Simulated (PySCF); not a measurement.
H3P2, multiplicity 2. Atoms are numbered in the order given.

```xyz
5

P      0.9617    -0.4288     0.4135
P     -0.8850     0.3116    -0.4557
H      1.6734     0.7345     0.0013
H     -1.0528     1.4974     0.3072
H     -1.7709    -0.4737     0.3239
```
Charge 0, spin multiplicity 2.

Geometry optimised at PBE0-D3(BJ)/def2-TZVP. The isomer is the one that the SMILES or the coordinates give; other isomers of the formula were not compared.

These are PySCF with B3LYP/def2-TZVPD values and carry that method's errors.

Isolated molecule, no solvent.

```json
{
 "total_energy": "-684.53241 hartree",
 "α spin, highest occupied and lowest empty level": "-6.15 and -0.46 eV",
 "β spin, highest occupied and lowest empty level": "-7.25 and -3.33 eV",
 "dipole_moment": "0.81 D",
 "quadrupole, principal values (traceless, Buckingham form, about the centre of nuclear charge)": "-3.44, 0.30, 3.15 D·Å",
 "mean_static_polarisability": "58.5 bohr³ (8.66 Å³)",
 "polarisability_principal_values": "47.8, 50.1, 77.5 bohr³",
 "⟨S²⟩": "0.756 (pure state 0.75)"
}
```
